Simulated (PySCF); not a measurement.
Co (cobalt, neutral): UHF calculation

Configuration: [Ar] 3d7 4s2, high-spin 4F determinant. Computed with PySCF 2.14 in jorge-DZP-DKH, with scalar relativity by spin-free X2C-1e.

```
Total energy                        : -1391.670628 hartree
One-electron energy                 : -1927.8468 hartree
Hartree (Coulomb) energy            : 594.8235 hartree
Exchange energy                     : -58.6473 hartree
⟨S²⟩                                : 3.7546
⟨L²⟩                                : 12.019
Sum of ⟨r⟩                          : 21.41 bohr
Sum of ⟨r²⟩                         : 35.23 bohr²
Langevin diamagnetic susceptibility : -27.9 ×10⁻⁶ cm³/mol
Time after the integrals            : 0.15 s of wall time on 1 thread of Neoverse-V2 (shared host)
```

```
shell  electrons  mean orbital energy (hartree)  spread (hartree)  rms radius, mean of both spins (bohr)
 1s β          1                     -285.71501                 0                                 0.0649
 1s α          1                     -285.71480                 0                                 0.0649
 2s α          1                      -35.47398                 0                                  0.276
 2s β          1                      -35.37578                 0                                  0.276
 2p α          3                      -30.24661                 0                                  0.249
 2p β          3                      -30.15066                 0                                  0.249
 3s α          1                       -4.72585                 0                                  0.832
 3s β          1                       -4.44573                 0                                  0.832
 3p α          3                       -3.15115                 0                                  0.902
 3p β          3                       -2.81491                 0                                  0.902
 3d α          5                       -0.67274           0.05002                                   1.15
 3d β          2                       -0.53811                 0                                   1.15
 4s α          1                       -0.26856                 0                                   3.09
 4s β          1                       -0.24482                 0                                   3.09
```

Densities and radii are taken from the X2C orbitals without a picture-change correction, which distorts them close to the nucleus.
